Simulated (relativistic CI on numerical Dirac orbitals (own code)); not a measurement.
## Ni³⁺ in a cubic cluster: L2,3 absorption with charge transfer

Computed with a charge-transfer multiplet model of a cubic metal-ligand cluster with up to 3 ligand holes, Slater and spin-orbit integrals from Dirac-Coulomb-Breit ions, Slater integrals scaled by 0.7. The ground state mixes d7 with configurations of k ligand holes L, whose averages lie at kΔ + k(k − 1)U_dd/2; a core hole lowers each added d electron by U_cd. 300 K, Lorentzian 0.4 eV and Gaussian 0.3 eV FWHM.

Atomic integrals in eV (Slater integrals scaled, ζ unscaled), ground: F2dd 9.255, F4dd 5.778, zeta_d 0.089; with the core hole: F2dd 9.781, F4dd 6.109, zeta_d 0.114, zeta_core 11.406, F2cd 5.866, G1cd 4.475, G3cd 2.546.

Cluster parameters (eV): Δ = -0.7, U_dd = 7.4, U_cd = 9, 10Dq = 1.25, 10Dq(ligand) = 0.8, final-state hopping factor = 0.8.

```csv
Case,n_d,d7,d8L,d9L2,d10L3,S
"V(eg) = 1.6 eV, V(t2g) = -0.84 eV",7.77,0.29,0.65,0.06,0.00,0.52
"V(eg) = 1.9 eV, V(t2g) = -1 eV",7.78,0.30,0.63,0.07,0.00,0.52
"V(eg) = 2.5 eV, V(t2g) = -1.31 eV",7.82,0.29,0.60,0.10,0.00,0.51
"V(eg) = 2.8 eV, V(t2g) = -1.47 eV",7.83,0.29,0.59,0.12,0.00,0.51
"V(eg) = 3.1 eV, V(t2g) = -1.62 eV",7.85,0.28,0.58,0.13,0.00,0.51
```

Weights, n_d and S are thermal averages at 300 K. Photon energies count from the first peak over 30 % of the highest in each spectrum, which can be another peak from case to case. The parameters are a model scan and need not match a compound or its usual spin state. Peaks in eV (height, largest 100):
- V(eg) = 1.6 eV, V(t2g) = -0.84 eV: 0.0 (100), 2.1 (20), 5.6 (5), 17.5 (44), 18.5 (13)
- V(eg) = 1.9 eV, V(t2g) = -1 eV: 0.0 (100), 2.2 (15), 17.5 (49), 18.6 (9)
- V(eg) = 2.5 eV, V(t2g) = -1.31 eV: 0.0 (100), 2.9 (7), 17.5 (59)
- V(eg) = 2.8 eV, V(t2g) = -1.47 eV: 0.0 (100), 3.2 (5), 17.5 (61)
- V(eg) = 3.1 eV, V(t2g) = -1.62 eV: 0.0 (100), 2.7 (5), 17.5 (62)

Curve for V(eg) = 3.1 eV, V(t2g) = -1.62 eV (points under 2 left out, the grid thinned):

| E (eV) | Intensity |
| --- | --- |
| -2.1 | 2.1 |
| -1.8 | 3.0 |
| -1.5 | 4.6 |
| -1.3 | 6.7 |
| -1.0 | 15.2 |
| -0.7 | 33.9 |
| -0.5 | 41.7 |
| -0.2 | 81.0 |
| 0.1 | 94.1 |
| 0.4 | 76.3 |
| 0.7 | 53.3 |
| 0.9 | 28.2 |
| 1.2 | 13.3 |
| 1.5 | 9.9 |
| 1.7 | 9.5 |
| 2.0 | 8.0 |
| 2.3 | 6.1 |
| 2.6 | 5.1 |
| 2.9 | 4.6 |
| 3.1 | 3.7 |
| 3.4 | 3.6 |
| 3.7 | 3.8 |
| 3.9 | 3.0 |
| 4.2 | 2.6 |
| 4.5 | 2.8 |
| 4.8 | 2.8 |
| 7.0 | 2.0 |
| 7.4 | 2.0 |
| 7.7 | 3.0 |
| 8.0 | 2.7 |
| 15.7 | 2.2 |
| 16.0 | 4.3 |
| 16.3 | 10.1 |
| 16.6 | 17.3 |
| 16.9 | 19.9 |
| 17.1 | 26.8 |
| 17.4 | 60.7 |
| 17.7 | 38.1 |
| 17.9 | 17.0 |
| 18.2 | 6.8 |
| 18.5 | 4.5 |
| 18.8 | 4.2 |
| 19.1 | 3.7 |
| 19.3 | 3.2 |
| 19.6 | 2.3 |

For the case V(eg) = 2.5 eV, V(t2g) = -1.31 eV, Δ = -0.7 eV is smaller than U_dd = 7.4 eV, the charge-transfer side of the Zaanen-Sawatzky-Allen scheme (negative Δ: between configuration averages a ligand hole costs less than the nominal valence; multiplet and field energies can change this for the lowest states). With the core hole the configuration with one ligand hole lies at Δ + U_dd − U_cd = -2.3 eV from the one without, against Δ in the ground state.
